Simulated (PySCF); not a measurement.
A structure optimised at B3LYP-D3(BJ)/def2-SVP, used in a PySCF frequency run:

```
Si
O 1 1.6434
H 2 0.9651 1 115.81
O 1 1.6448 2 106.43 3 11.80
H 4 0.9642 1 117.75 2 -176.05
O 1 1.6538 2 115.92 3 -108.85
H 6 0.9655 1 116.75 2 -61.55
O 1 1.6736 2 107.87 3 137.60
```
Charge 0, spin multiplicity 2.

Q: Write its SMILES and formula.

A: [O][Si](O)(O)O, H₃O₄Si

Q: What are its rotational constants (standard atomic weights)?

A: 4.3092, 4.0236, 3.6655 GHz
